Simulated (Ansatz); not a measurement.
```yaml
crystal:
  periodic: [false, false, false]
  atoms:
    - {symbol: Ca, position_ang: [-1.744368, 1.620735, 0.211141]}
    - {symbol: Ca, position_ang: [1.598388, -0.318435, -1.748606]}
    - {symbol: Ca, position_ang: [0.145980, -1.302309, 1.537466]}
basis:
  gaussian: {orbitals: 6-31G, point_charges: [{charge: 0.50, position_ang: [5.239, 0.521, 0.235]}]}
hamiltonian: {xc: {name: r2SCAN50}}
scf: {omitted_lower_state_checks: [starts]}
output: {forces: true}
```

```sh
$ ansatz run in.yaml --threads 4 --pin off --events-out ev --progress --plain --max-ram 3916MiB
```

It prints (some lines left out):

```
Functional definition: r2SCAN50
900 factors; integrals over basis functions are off by at most 3.7e-4 eV
mean field evaluation 1: about -55305.7806 eV, gradient 4.8e0 eV
mean field evaluation 2: about -55305.8455 eV, gradient 4.1e0 eV
mean field evaluation 4: about -55305.9062 eV, gradient 4.9e-1 eV
mean field evaluation 8: about -55306.0517 eV, gradient 1.5e-1 eV
mean field evaluation 16: about -55306.0521 eV, gradient 5.0e-4 eV
mean field -55306.05211306 eV, -2032.4599273664 hartree, gradient 6.5e-5 eV, S^2 0.000000; 0 other end points of the search recorded, 0 dependent functions left out
reference -55306.05211983 eV, -2032.4599276152 hartree; 30, 30 occupied and 57, 57 virtual orbitals, 900 factors
Total energy: -55306.05211983 eV, -2032.4599276152 hartree
Atom 0 at    -1.744368     1.620735     0.211141 Å, force     0.046363     0.148897    -0.265701 eV/Å
Atom 1 at     1.598388    -0.318435    -1.748606 Å, force     0.019770     0.253547    -0.099923 eV/Å
Atom 2 at     0.145980    -1.302309     1.537466 Å, force     0.067237    -0.368084     0.426470 eV/Å
Dipole moment:    -1.202778    -0.020923     0.064194 e Å
Checks for a lower state left out: starts
```

Run time 4.3 s (4 threads of Arm Neoverse V1 on a shared host).

The 6-31G sets use Cartesian d functions.
